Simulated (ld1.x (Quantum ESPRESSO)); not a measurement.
Al (Z = 13) PAW: all-electron and pseudo phase curves

Al, PAW, made with ld1.x (Quantum ESPRESSO) 7.5 (LDA (PZ), non-relativistic). Core [Ne], reference 3s2 3p0 (charge +1). Waves: 3s (bound): rcut 1.90, rcutus 2.50 bohr; 3s channel at 2.6 Ry: rcut 1.90, rcutus 2.50 bohr; 3p (bound, empty): rcut 3.10, rcutus 3.48 bohr; 3p channel at -0.25 Ry: rcut 3.10, rcutus 3.48 bohr; 3d channel at 0.5 Ry: rcut 3.02, rcutus 3.62 bohr. Local part: all-electron potential smoothed inside 2.82 bohr (lloc = -1). Core correction: a·sin(br)/r model core, default radius (ld1.x builds one for every PAW set, though the input has nlcc=.false.). Augmentation charge: PSQ, radius 1.78 bohr.

The phase is arctan(r·u′/u) with u = r·R(r), unwrapped; energies in Ry, scanned from -3 to 5 Ry. A pole is an energy at which the radial function vanishes at the test radius. The pseudo phase is shifted by a multiple of π to meet the all-electron one at the reference energy, and phase errors are pseudo minus all-electron; the curves can meet again beyond the range given. Levels narrower than the energy grid can be missing from the lists of poles.

Task: For each channel, where are the poles, and over which energies does the pseudopotential scatter like the atom?

Result:

```tsv
channel	radius (bohr)	reference energy (Ry)	poles, all-electron	poles, pseudo	unbroken range about the reference energy with phases within 0.05 rad	phase error 1 Ry above the reference energy (rad)
s	3.97	-1.09	-0.94, 1.77	-0.94, 1.76	below 3.6	-0.002
p	3.97	-0.67	-0.39, 2.25	-0.39, 2.36	below 3.1	-0.002
d	3.97	0.50	0.35, 2.72	0.36, 3.39	0.0 to 1.0	+0.802
```

The ghost test of this file was not conclusive. Its overlap operator is not positive definite in a basis up to 400 Ry (lowest eigenvalue p -0.19), so the file is unfit for use: the generalised eigenproblem breaks down once the basis is large enough, and its test numbers describe a broken file.

Phases in the d channel:

```tsv
E (Ry)	all-electron	pseudo
-3.00	1.416	1.416
-2.52	1.399	1.400
-2.04	1.376	1.377
-1.56	1.340	1.343
-1.08	1.272	1.279
-0.60	1.069	1.099
-0.12	-0.797	-0.641
0.36	-1.575	-1.573
0.84	-1.805	-1.793
1.32	-2.763	-2.321
1.80	-4.435	-4.175
2.28	-4.634	-4.532
2.76	-4.718	-4.638
3.24	-4.788	-4.698
3.72	-4.892	-4.744
4.20	-5.300	-4.795
4.68	-7.410	-4.880
```
